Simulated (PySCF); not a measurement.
## Basis-set dependence of population analyses: `FCC1=C(F)CC1`

Species: C₅H₆F₂.
Geometry (PBE0-D3(BJ)/def2-SVP, Å), atoms numbered from 1 in this order:
```
atom  x, y, z in Å
F1     1.9949   -0.6314    1.6760
C2     1.8484   -0.3087    0.3444
C3     0.4394    0.0117    0.0308
C4    -0.2293    1.0677   -0.4499
F5     0.1437    2.2654   -0.8532
C6    -1.5936    0.4638   -0.4077
C7    -0.8453   -0.7832    0.1617
H8     2.1911   -1.1752   -0.2498
H9     2.4971    0.5512    0.1095
H10   -2.0847    0.3097   -1.3818
H11   -2.3066    0.9430    0.2818
H12   -0.9137   -1.6821   -0.4720
H13   -1.1223   -1.0440    1.1946
```

PBE0 throughout (PySCF), one geometry, spherical d and f functions. One conformer (not necessarily the lowest) at the PBE0-D3(BJ)/def2-SVP geometry, without solvent, vibrations or thermal averaging. The first 7 of 10 kinds of atom are listed.

Mulliken charges (e):

```
        basis  functions      F1      C2      C3      C4      F5      C6      C7
       STO-3G         41  -0.111  -0.053  -0.055  +0.089  -0.061  -0.161  -0.141
        6-31G         75  -0.342  -0.027  +0.014  +0.272  -0.289  -0.380  -0.362
     pcSseg-0         75  -0.387  +0.055  -0.176  +0.271  -0.345  -0.456  -0.498
       6-31G*        110  -0.342  -0.009  +0.018  +0.326  -0.283  -0.413  -0.389
      cc-pVDZ        128  -0.246  +0.272  -0.208  +0.057  -0.131  -0.036  -0.013
     def2-SVP        128  -0.281  +0.380  -0.320  +0.122  -0.180  -0.046  +0.022
  aug-cc-pVDZ        215  -0.462  +0.877  +0.214  +0.268  -0.601  +0.751  +0.348
6-311+G(2d,p)        225  -0.248  -0.263  +1.136  -0.316  -0.343  -0.043  -0.781
    def2-TZVP        253  -0.226  +0.017  -0.158  +0.183  -0.174  -0.177  -0.129
      cc-pVTZ        294  -0.228  +0.157  -0.128  +0.150  -0.131  -0.178  -0.149
     IGLO-III        305  -0.265  -0.031  -0.064  +0.309  -0.235  -0.255  -0.144
```

IAO charges (e):

```tsv
basis	functions	F1	C2	C3	C4	F5	C6	C7
STO-3G	41	-0.139	-0.110	-0.091	+0.139	-0.074	-0.277	-0.242
6-31G	75	-0.305	-0.010	-0.074	+0.256	-0.230	-0.297	-0.259
pcSseg-0	75	-0.296	-0.002	-0.091	+0.252	-0.214	-0.305	-0.263
6-31G*	110	-0.314	+0.028	-0.088	+0.289	-0.239	-0.284	-0.243
cc-pVDZ	128	-0.317	+0.026	-0.087	+0.288	-0.239	-0.284	-0.244
def2-SVP	128	-0.318	+0.032	-0.086	+0.287	-0.238	-0.279	-0.237
aug-cc-pVDZ	215	-0.334	+0.024	-0.082	+0.292	-0.252	-0.287	-0.248
6-311+G(2d,p)	225	-0.335	+0.023	-0.083	+0.292	-0.252	-0.288	-0.249
def2-TZVP	253	-0.333	+0.027	-0.085	+0.296	-0.252	-0.289	-0.249
cc-pVTZ	294	-0.330	+0.026	-0.085	+0.295	-0.250	-0.290	-0.250
IGLO-III	305	-0.335	+0.024	-0.083	+0.294	-0.253	-0.289	-0.250
```

Hirshfeld charges (e):

```json
{"basis": "STO-3G", "functions": "41", "F1": "-0.084", "C2": "+0.069", "C3": "-0.075", "C4": "+0.046", "F5": "-0.013", "C6": "-0.027", "C7": "-0.015"}
{"basis": "6-31G", "functions": "75", "F1": "-0.141", "C2": "+0.037", "C3": "-0.039", "C4": "+0.073", "F5": "-0.084", "C6": "-0.060", "C7": "-0.053"}
{"basis": "pcSseg-0", "functions": "75", "F1": "-0.133", "C2": "+0.031", "C3": "-0.038", "C4": "+0.080", "F5": "-0.074", "C6": "-0.063", "C7": "-0.056"}
{"basis": "6-31G*", "functions": "110", "F1": "-0.130", "C2": "+0.033", "C3": "-0.041", "C4": "+0.075", "F5": "-0.073", "C6": "-0.062", "C7": "-0.055"}
{"basis": "cc-pVDZ", "functions": "128", "F1": "-0.117", "C2": "+0.021", "C3": "-0.039", "C4": "+0.075", "F5": "-0.064", "C6": "-0.070", "C7": "-0.062"}
{"basis": "def2-SVP", "functions": "128", "F1": "-0.124", "C2": "+0.021", "C3": "-0.038", "C4": "+0.082", "F5": "-0.071", "C6": "-0.072", "C7": "-0.063"}
{"basis": "aug-cc-pVDZ", "functions": "215", "F1": "-0.127", "C2": "+0.016", "C3": "-0.041", "C4": "+0.083", "F5": "-0.079", "C6": "-0.082", "C7": "-0.074"}
{"basis": "6-311+G(2d,p)", "functions": "225", "F1": "-0.131", "C2": "+0.021", "C3": "-0.044", "C4": "+0.082", "F5": "-0.081", "C6": "-0.077", "C7": "-0.069"}
{"basis": "def2-TZVP", "functions": "253", "F1": "-0.126", "C2": "+0.017", "C3": "-0.040", "C4": "+0.083", "F5": "-0.078", "C6": "-0.079", "C7": "-0.070"}
{"basis": "cc-pVTZ", "functions": "294", "F1": "-0.123", "C2": "+0.016", "C3": "-0.039", "C4": "+0.083", "F5": "-0.075", "C6": "-0.079", "C7": "-0.070"}
{"basis": "IGLO-III", "functions": "305", "F1": "-0.126", "C2": "+0.015", "C3": "-0.041", "C4": "+0.083", "F5": "-0.079", "C6": "-0.082", "C7": "-0.074"}
```

**Question.** Which scheme is steadiest as the basis changes?

**Answer.** Largest range over the bases for any column: Hirshfeld 0.07 e, IAO 0.20 e, Mulliken 1.46 e. Hirshfeld charges move least and Mulliken charges most, counted in e. Without the minimal STO-3G basis the ranges are Hirshfeld 0.02, IAO 0.04, Mulliken 1.46 e.

**Question.** How much do the charges still move between the two largest bases, cc-pVTZ and IGLO-III?

**Answer.** At most, over all atoms: Mulliken 0.187 e, IAO 0.005 e, Hirshfeld 0.004 e.

**Question.** What do the same runs give for the total energy, the frontier levels and the dipole moment?

**Answer.** 
| basis | energy (Eh) | HOMO (eV) | LUMO (eV) | μ (D) |
| --- | --- | --- | --- | --- |
| STO-3G | -388.1524 | -4.40 | 3.56 | 1.05 |
| 6-31G | -393.2409 | -7.11 | 0.36 | 2.08 |
| pcSseg-0 | -392.4322 | -7.41 | 0.10 | 2.09 |
| 6-31G* | -393.3344 | -6.92 | 0.57 | 1.71 |
| cc-pVDZ | -393.3665 | -7.05 | 0.42 | 1.69 |
| def2-SVP | -393.0528 | -7.15 | 0.31 | 1.77 |
| aug-cc-pVDZ | -393.3970 | -7.23 | -0.10 | 1.86 |
| 6-311+G(2d,p) | -393.4671 | -7.26 | 0.01 | 1.89 |
| def2-TZVP | -393.5036 | -7.22 | 0.16 | 1.80 |
| cc-pVTZ | -393.4869 | -7.18 | 0.23 | 1.75 |
| IGLO-III | -393.5112 | -7.24 | 0.07 | 1.85 |

The dipole is fixed by the density alone, so its range of 1.04 D shows that the density itself changes with the basis, not only its division among atoms.
